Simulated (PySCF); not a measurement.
A PySCF script (with the pyscf-properties extension) for the NMR shieldings of SMILES [C@@H]1(C[SiH3])CC[SiH2]1, C$_{4}$H$_{12}$Si$_{2}$, on a GFN2-xTB geometry:

```python
import basis_set_exchange as bse
import numpy as np
from pyscf import gto, dft
from pyscf.prop import nmr

atoms = """
Si    2.652946   -0.419434   -0.710299
C     0.884752   -1.067051   -0.472664
C    -0.064965   -0.034814    0.119820
C    -1.522988   -0.515187    0.312495
C    -2.279024    0.729019   -0.194005
Si   -0.671933    1.439187   -0.945626
H     3.488157   -1.489688   -1.260977
H     3.202160    0.006494    0.579612
H     2.640955    0.723307   -1.627810
H     0.907577   -1.946556    0.179377
H     0.487271   -1.409841   -1.431304
H     0.340919    0.301304    1.078395
H    -1.726781   -1.376092   -0.324522
H    -1.766004   -0.792949    1.338672
H    -3.106058    0.499679   -0.862149
H    -2.681623    1.320406    0.626216
H    -0.252492    2.784273   -0.554170
H    -0.541628    1.254260   -2.392239
"""
names = dict.fromkeys(["Si", "C", "H"], "pcSseg-1")
basis = {el: gto.basis.parse(bse.get_basis(n, elements=[el], fmt="nwchem")) for el, n in names.items()}
mol = gto.M(atom=atoms, basis=basis, charge=0, verbose=0)
mf = dft.RKS(mol, xc="PBE0")
mf.grids.level = 2
mf.grids.alignment = dft.numint.BLKSIZE   # the property module wants whole blocks of grid points
mf.conv_tol = 1e-9
mf.kernel()

calc = nmr.RKS(mf)   # GIAO
C = mf.mo_coeff
Co = C[:, mf.mo_occ > 0]
resp = mf.gen_response(singlet=True, hermi=2)
def vind(x):   # induced exchange potential for any number of trial vectors
    d = np.einsum("pi,xij,qj->xpq", C, 2 * x.reshape(-1, C.shape[1], Co.shape[1]), Co, optimize=True)
    return np.einsum("xpq,pi,qj->xij", resp(d - d.transpose(0, 2, 1)), C, Co, optimize=True).ravel()
mo1, _ = nmr.rhf.solve_mo1(calc, with_cphf=vind)
sigma = calc.kernel(mo1)
for i, s in enumerate(sigma):   # ppm
    w = np.linalg.eigvalsh((s + s.T) / 2)
    print("%2d %-2s iso %8.1f  s11 %8.1f  s22 %8.1f  s33 %8.1f" % (i, mol.atom_pure_symbol(i), w.mean(), *w))
```

Task: What does it print?

Result: 
```
 0 Si iso    424.7  s11    394.1  s22    409.2  s33    470.9
 1 C  iso    169.0  s11    156.0  s22    161.9  s33    189.0
 2 C  iso    159.4  s11    134.8  s22    162.8  s33    180.6
 3 C  iso    151.4  s11    129.0  s22    145.1  s33    180.0
 4 C  iso    181.6  s11    164.7  s22    178.7  s33    201.5
 5 Si iso    376.7  s11    336.4  s22    369.2  s33    424.5
 6 H  iso     27.9  s11     24.4  s22     25.3  s33     33.9
 7 H  iso     28.1  s11     24.7  s22     26.3  s33     33.3
 8 H  iso     28.1  s11     24.5  s22     27.4  s33     32.3
 9 H  iso     30.6  s11     25.7  s22     29.0  s33     36.9
10 H  iso     30.8  s11     26.6  s22     30.4  s33     35.4
11 H  iso     29.8  s11     25.6  s22     30.8  s33     32.9
12 H  iso     29.8  s11     26.0  s22     30.0  s33     33.4
13 H  iso     29.0  s11     24.8  s22     27.3  s33     34.8
14 H  iso     30.5  s11     26.2  s22     27.4  s33     37.9
15 H  iso     30.3  s11     26.7  s22     27.5  s33     36.7
16 H  iso     26.9  s11     23.9  s22     24.7  s33     32.0
17 H  iso     27.2  s11     24.6  s22     26.0  s33     31.0
```

These numbers come from an equivalent density-fitted implementation of the same equations, which agrees with the script to about 0.01 ppm for H and up to a few tenths of a ppm for heavy atoms, so last digits may differ.

Task: Turn these shieldings into chemical shifts. References, each an isolated molecule treated in the same way: ²⁹Si (σref 349.16) and ¹³C (σref 186.93) and ¹H (σref 31.72) against TMS.

Result: Averaging equivalent atoms: Si 5: -27.6; Si 0: -75.6; C 3: 35.6; C 2: 27.5; C 1: 18.0; C 4: 5.3; H 16: 4.85; H 17: 4.55; H 6/7/8: 3.69; H 13: 2.77; H 11: 1.96; H 12: 1.93; H 15: 1.42; H 14: 1.25; H 9: 1.16; H 10: 0.92 ppm. 

Size and cost of the density-fitted run: 176 basis functions, 32 s wall time on 1 thread of an Arm Neoverse V1, shared host; peak memory 0.75 GiB.
